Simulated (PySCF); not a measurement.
**Correlation energy of Nd(47+) (neodymium, charge +47)**

[Ne] 3s2 3p1, 2P determinant. Computed with PySCF 2.14 in an even-tempered Gaussian basis (18 s from 9.6 bohr⁻², ratio 2.5; 12 p from 12 bohr⁻², ratio 2.5; 4 d from 50 bohr⁻², ratio 2.7; 4 f from 74 bohr⁻², ratio 2.7), with scalar relativity by spin-free X2C-1e. Frozen: 1s2; 11 electrons correlated; the 21 highest virtual orbitals of each spin left out.

```
  level  correlation energy (mhartree)
   CCSD                        -511.01
    (T)                          -0.77
CCSD(T)                        -511.78
```

Diagnostics: T1 = 0.00052, D1 = 0.0023, largest double amplitude 0.047.

Question: Is a single reference adequate?

Answer: Yes, within this model without spin-orbit coupling: T1 lies below 0.03 and no double amplitude reaches 0.07.

At this charge the one-electron X2C treatment keeps the bare 1/r₁₂, with no two-electron picture change or Breit term. The effect here is smaller than on the frozen 1s shell; and a scalar Hamiltonian misses the large spin-orbit splitting of the p shells, which matters for ns² → np² pairs.
